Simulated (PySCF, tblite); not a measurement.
Calculations on `COC(=O)[SiH2]` [radical], in the order of a workflow; each names the level of the geometry that it ran on. Settings lines and outputs come from a driver script.

Species: C2H5O2Si (doublet state).
Atom-mapped SMILES: `[CH3:1][O:2][C:3](=[O:4])[SiH2:5]` (hydrogens: H6, H7, H8 on C1; H9, H10 on Si5)

Step 1: GFN2-xTB geometry optimisation, gas phase (tblite 0.8.0) (from a force-field or distance-geometry start)
```json
{"job": {"kind": "relax", "xc": "GFN2-xTB", "basis": "xTB"}, "charge": 0, "multiplicity": 2}
```
```
step      E/eV     max force
  0    -451.86666    5.180
  1    -452.05622    4.789
  2    -452.17866    0.987
...
 71    -452.57780    0.014
 72    -452.57784    0.019
 73    -452.57791    0.022
 74    -452.57797    0.016
 75    -452.57799    0.007
```

Energy lowered by 16.4 kcal/mol over 75 steps; largest atomic force 0.007 eV/Å at the end. «max force» is the largest atomic force in eV/Å.

The run took 0.24 s of wall time on one thread, Arm Neoverse V2 (aarch64), no GPU, shared host with 96 logical CPUs at a one-minute load of 61.

Step 2: GFN2-xTB harmonic vibrations, gas phase (tblite 0.8.0) (on the GFN2-xTB geometry)
```json
{"job": {"kind": "ir", "xc": "GFN2-xTB", "basis": "xTB"}, "charge": 0, "multiplicity": 2}
```
```
(table of modes left out)
```

24 modes from -28 to 3023 cm⁻¹ (unscaled, harmonic, a negative number standing for an imaginary wavenumber); zero-point energy 40.1 kcal/mol from the real modes; the lowest is imaginary at this level.

Hardware: one thread of an Arm Neoverse V2, shared host with 96 logical CPUs at a one-minute load of 61. Cost: 0.14 s of wall time.

Step 3: UKS B3LYP, pcH-1 on C H O Si, non-relativistic, mean-field spin-orbit, GIAO (PySCF 2.14.0) (on the GFN2-xTB geometry)
```json
{"job": {"kind": "epr", "basis": "pcH-1"}, "charge": 0, "multiplicity": 2}
```
```
...
E = -519.12929020 Eh   <S^2> = 0.7547 (exact 0.7500)
g shifts (ppm)      1          2          3
  rmc          -143       -143       -143
  gc             -3         37         36
  oz_so         -48       1092       3728
  total        -194        986       3621
hyperfine (MHz)  atom isotope    a_iso     a_fc   dipolar eigenvalues
    0   13C      -1.55      -1.55     -0.28     -0.11      0.39
    1   17O       1.08       1.10    -10.01      4.50      5.50
    2   13C     -30.95     -30.92     -1.87      0.39      1.48
    3   17O      -6.45      -6.45    -29.87     14.04     15.83
    4  29Si    -147.92    -149.17   -191.32     95.35     95.97
    5    1H       1.24       1.24     -0.88     -0.81      1.69
    6    1H       1.75       1.75     -1.22     -0.86      2.08
    7    1H       6.88       6.88     -0.89     -0.87      1.75
    8    1H     -48.32     -48.34    -12.52      4.23      8.30
    9    1H     -49.77     -49.79    -12.42      4.22      8.20
```

⟨S²⟩ 0.755; g_iso 2.0038. rmc, gc and oz_so are the mass-correction, gauge-correction and orbital-Zeeman/spin–orbit parts of the g shift along its three principal axes; a_iso is the isotropic hyperfine coupling and a_fc its Fermi-contact part. The log counts atoms from 0, this text from 1.

The run took 26 s of wall time (grids of density and orbitals included) on one thread of an Arm Neoverse V2, no GPU (shared host), and the process peaked at 0.70 GiB of memory.

Geometry of the electronic-property runs (GFN2-xTB):
```
atom  x, y, z in Å
C1    -1.7826    0.1601    0.0394
O2    -0.4126    0.5264   -0.0029
C3     0.4976   -0.4815   -0.0174
O4     0.2047   -1.6606    0.0145
Si5    2.2055    0.2331   -0.0932
H6    -2.3126    0.9618    0.5500
H7    -1.8986   -0.7840    0.5760
H8    -2.1678    0.0435   -0.9765
H9     2.3393    1.6722   -0.0639
H10    3.3361   -0.6664   -0.0486
```

 GFN2-xTB frequencies show an imaginary mode (28i cm⁻¹), so this geometry is no minimum at that level. (This holds for the electronic-property runs.)

One conformer stands for the species.
